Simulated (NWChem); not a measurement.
Molecule: C3H10OSi; SMILES C[Si](C)(C)O

```xyz
15

C     -0.3768     0.9902    -1.5361
Si     0.0365    -0.0117     0.0000
C     -0.8787    -1.6411     0.0000
C     -0.3768     0.9902     1.5361
O      1.6634    -0.4331     0.0000
H     -1.4503     1.2377    -1.5711
H      0.1803     1.9410    -1.5656
H     -0.1299     0.4280    -2.4506
H     -0.6181    -2.2354     0.8896
H     -1.9695    -1.4878     0.0000
H     -0.6181    -2.2354    -0.8896
H     -1.4503     1.2377     1.5711
H      0.1803     1.9410     1.5656
H     -0.1299     0.4280     2.4506
H      2.2920     0.2936     0.0000
```
Atoms are numbered in this order, from 1.

All runs: NWChem. Pople sets run with spherical d functions. All runs use the structure optimised with PBE0/def2-SVP. Vzz is the largest principal value of the second derivative of the potential at the nucleus (NWChem prints the opposite sign); η is the asymmetry. Non-relativistic.

| level | Vzz O5 (a.u.) | η O5 | relative time |
|---|---|---|---|
| B3LYP/def2-TZVP | 1.433 | 0.58 | 6 |
| B3LYP/6-31G* | 1.420 | 0.60 | 2 |
| Hartree-Fock/6-31G* | 1.481 | 0.59 | 1 |
| Hartree-Fock/def2-TZVP | 1.498 | 0.57 | 4 |

Relative times are rough (shared machine, one core).
